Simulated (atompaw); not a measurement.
# Cutoff test, Nd (Z = 60), PAW (atompaw)

* Element: neodymium (Nd)
* Generator: atompaw 4.2.0.5
* Type: PAW
* Functional: LDA (PW92)
* Relativity: scalar-relativistic
* Frozen core: [Kr] 4d10 4f3
* Valence charge: 11
* Reference configuration: 5s2 5p6 5d1 6s1 6p0 (charge +1)
* Partial waves: 5s (bound): rc 2.20 bohr; 6s (bound): rc 1.90 bohr; 5p (bound): rc 2.95 bohr; 6p (bound, empty): rc 3.00 bohr; 5d (bound): rc 3.00 bohr; 5d channel at -0.25 Ry: rc 3.00 bohr
* Local potential: bessel scheme, radius 2.60 bohr
* Core correction: smooth core density matched at 2.45 bohr
* Augmentation charge: besselshape compensation charge, radius 2.72 bohr; PAW radius 3.00 bohr; waves and projectors: custom rrkj gramschmidtortho

The pseudo-atom Hamiltonian at the reference potential is diagonalised in spherical Bessel functions j_l(qr) that vanish at 20 bohr, with q² up to the cutoff. All-electron valence levels (Ry): 5s -3.6731, 6s -0.6631, 5p -2.2694, 6p -0.4199, 5d -0.6452.

Task: How do the lowest levels (Ry) of each channel move with the cutoff, and are there ghosts?

Result:

| cutoff (Ry) | s #1 | s #2 | s #3 | p #1 | p #2 | d #1 | d #2 | f #1 | f #2 | Σ f·Δε (mRy) |
| --- | --- | --- | --- | --- | --- | --- | --- | --- | --- | --- |
| 8 | -3.6585 | -0.6607 | -0.2012 | -2.2673 | -0.3785 | -0.6303 | -0.1575 | -0.0833 | 0.0079 | 58.9 |
| 10 | -3.6705 | -0.6626 | -0.2017 | -2.2690 | -0.3922 | -0.6440 | -0.1608 | -0.0833 | 0.0079 | 9.0 |
| 12 | -3.6727 | -0.6630 | -0.2018 | -2.2691 | -0.4093 | -0.6449 | -0.1612 | -0.0833 | 0.0079 | 3.0 |
| 18 | -3.6729 | -0.6631 | -0.2018 | -2.2693 | -0.4193 | -0.6451 | -0.1612 | -0.0833 | 0.0079 | 0.7 |
| 21 | -3.6730 | -0.6631 | -0.2018 | -2.2693 | -0.4195 | -0.6452 | -0.1612 | -0.0833 | 0.0079 | 0.4 |
| 25 | -3.6731 | -0.6631 | -0.2018 | -2.2694 | -0.4198 | -0.6452 | -0.1612 | -0.0833 | 0.0079 | 0.2 |
| 400 | -3.6731 | -0.6631 | -0.2019 | -2.2694 | -0.4199 | -0.6452 | -0.1612 | -0.0833 | 0.0079 | 0.0 |

Result: no extra level below or beside the all-electron valence levels (s, p, d, f tested); 10 mRy is reached at 10 Ry and 1 mRy at 18 Ry.

The cutoffs count occupied waves only; the empty 6p level needs 15 Ry at the loose tolerance.
